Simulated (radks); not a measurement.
Q: The mean radii <r> (bohr) of the occupied orbitals of an atom or ion are listed with their occupations. Method: scalar-relativistic Kohn-Sham, BLYP, spin-polarised, spherical densities, finite nucleus; Fermi nuclear charge, rms radius of each element as measured or else 0.836 A^(1/3) + 0.57 fm; computed with a radial shooting solver on a logarithmic mesh with Libxc functionals.

orbital  occ.      <r>
1s down     1  0.02151
1s up       1  0.02151
2s up       1  0.09151
2s down     1  0.09151
2p up       3  0.08089
2p down     3  0.08088
3s up       1   0.2395
3s down     1   0.2393
3p up       3   0.2383
3p down     3   0.2380
3d up       5   0.2167
3d down     5   0.2164
4s up       1   0.5400
4s down     1   0.5403
4p up       3   0.5713
4p down     3   0.5718
4d up       5   0.6179
4d down     5   0.6195
5s up       1    1.272
5s down     1    1.288
5p up       3    1.462
5p down     3    1.488
4f up       7   0.7794
5d up       1    2.041

Name the element and its charge. Open shells, if any, are filled with parallel spins first.

A: Z = 65, terbium, charge +3: Tb3+ in [Xe] 4f7 5d1. The 1s radius gives Z: for a bare nucleus <r> = (2 gamma + 1)/(2Z) with gamma = sqrt(1 - (Z/c)^2), 0.02124 bohr for Z = 65, and screening makes it slightly larger (0.02151 here). The occupations add up to 62, and the charge is Z minus that.
